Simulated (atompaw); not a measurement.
Cutoff test, beryllium (Be), PAW (atompaw)

Be (Z = 4), PAW, made with atompaw 4.2.0.5 (PBE, scalar-relativistic). Core none, reference 1s2 2s2 2p0. Waves: 1s (bound): rc 0.40 bohr; 2s (bound): rc 3.00 bohr; 2p (bound, empty): rc 3.00 bohr; 2p channel at 0.25 Ry: rc 3.00 bohr. Local part: troulliermartins scheme with l = 2 at -0.5 Ry, radius 3.00 bohr. Core correction: none. Augmentation charge: gaussian compensation charge, radius 2.30 bohr; PAW radius 3.00 bohr; waves and projectors: custom rrkj vanderbiltortho.

The pseudo-atom Hamiltonian at the reference potential is diagonalised in spherical Bessel functions j_l(qr) that vanish at 20 bohr, with q² up to the cutoff. All-electron valence levels (Ry): 1s -7.8065, 2s -0.4123, 2p -0.1483.

How do the lowest levels (Ry) of each channel move with the cutoff, and are there ghosts?

```csv
cutoff (Ry),s #1,s #2,s #3,p #1,p #2,d #1,f #1,Σ f·Δε (mRy)
8,-0.4123,-0.0017,0.0872,-0.1482,0.0385,0.0651,0.1135,14788.5
25,-3.2096,-0.4123,0.0030,-0.1484,0.0385,0.0651,0.1135,9193.8
50,-5.8491,-0.4123,0.0027,-0.1484,0.0385,0.0651,0.1135,3914.9
100,-7.2891,-0.4123,0.0027,-0.1484,0.0385,0.0651,0.1135,1034.9
180,-7.7410,-0.4123,0.0027,-0.1484,0.0385,0.0651,0.1135,131.0
400,-7.8065,-0.4123,0.0027,-0.1484,0.0385,0.0651,0.1135,0.0
```

Result: no extra level below or beside the all-electron valence levels (s, p, d, f tested); 10 mRy is reached at 300 Ry and 1 mRy at over 300 Ry.
